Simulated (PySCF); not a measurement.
**CBr at PBE0**

Level: PBE0. PySCF, no relativity, basis sets C def2-TZVPPD, Br def2-TZVPPD.

* state: ⁴Σ⁻ (quartet), unpaired electrons σ ↑, π ↑↑, a second solution, started from another occupation
* bond length: 1.807 Å
* harmonic wavenumber: 755 cm⁻¹
* force constant: 3.49 mdyn/Å
* rotational constant Be: 0.4957 cm⁻¹
* anharmonicity ωexe: 6.00 cm⁻¹
* vibration–rotation constant αe: 0.00470 cm⁻¹
* energy of the minimum from ground-state C + Br: -1.76 eV
* bond order (Mayer): 1.24
* dipole moment (positive dipole means C(−)Br(+)): 0.35 D

Spin–orbit coupling is left out.
